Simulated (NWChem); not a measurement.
# Lowest excitation of HBF$_{2}$

```
B
F 1 1.3243
F 1 1.3243 2 117.98
H 1 1.2112 2 121.01 3 180.00
```
Charge 0, spin multiplicity 1.

All runs are NWChem calculations. All single points use one geometry, from PBE/def2-SVP, a minimum by its harmonic frequencies.

Basis set: aug-cc-pVDZ.

Relative cost: rough, from shared machines, SCF included, TD-PBE = 1.

The correlated methods keep 3 core orbitals frozen. B3LYP has NWChem's definition, with VWN1-RPA local correlation. The structure started from a generated list of species. Coupled-cluster values serve here as a point of comparison, not as the truth.

| method | lowest vertical singlet excitation energy (eV) | relative cost |
|---|---|---|
| TD-PBE | ? | 1 |
| CIS | 9.91 | under 3 |
| TD-BHandHLYP | 8.96 | under 3 |
| TD-B3LYP | ? | under 3 |
| EOM-CCSD | 8.98 | 6 |

Question: Some entries are withheld; supply them.

Answer: 
- TD-PBE, lowest vertical singlet excitation energy (eV): 7.89
- TD-B3LYP, lowest vertical singlet excitation energy (eV): 8.37
